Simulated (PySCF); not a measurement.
**TlC: frontier orbitals**

BP86 at R = 2.273 Å; PySCF, scalar-relativistic core potentials, basis sets Tl def2-TZVPP with ECP60, C def2-TZVPP. State: ⁴Σ⁻ (quartet), unpaired electrons σ ↑, π ↑↑. Only the outer orbitals are listed, counted within each symmetry, core potentials removing the inner ones.

```csv
spin,orbital,occ.,ε (eV),on Tl (%),main shells (%)
α,5σ,1,-13.60,33,"66 C s, 15 Tl d, 15 Tl s"
α,6σ,1,-9.58,75,"74 Tl s, 16 C s, 9 C p"
α,3π,1,-5.16,17,"83 C p, 15 Tl p"
α,3π,1,-5.16,17,"83 C p, 15 Tl p"
α,7σ,1,-5.08,35,"63 C p, 26 Tl p, 8 Tl s"
α,4π,0,-2.23,87,"85 Tl p, 13 C p"
α,4π,0,-2.23,87,"85 Tl p, 13 C p"
α,8σ,0,-0.19,101,"94 Tl p, 10 C p"
β,5σ,1,-11.66,47,"50 C s, 41 Tl s"
β,6σ,1,-8.36,60,"53 Tl s, 38 C s"
β,3π,0,-3.21,59,"59 Tl p, 41 C p"
β,3π,0,-3.21,59,"59 Tl p, 41 C p"
β,7σ,0,-3.12,39,"56 C p, 34 Tl p"
```

Task: Which are the highest filled and the lowest empty level, where do they sit, and how wide is the gap?

Result: Highest filled α 7σ at -5.08 eV (in %: 63 C p, 26 Tl p, 8 Tl s); lowest empty β 3π at -3.21 eV (in %: 59 Tl p, 41 C p); the gap at BP86 is 1.87 eV.

* bond order (Mayer): 1.16
* ⟨S²⟩: 3.754
* charge on Tl (Mulliken, basis-dependent): 0.37
* charge on Tl (Löwdin, basis-dependent): 0.28
* dipole moment (positive dipole means Tl(−)C(+)): -3.04 D

Shares are Mulliken populations and can fall outside 0 to 100 %.

Spin–orbit coupling is left out, which matters for elements this heavy, above all for dissociation energies. The state was picked by a PBE0 search and need not be the measured ground state.
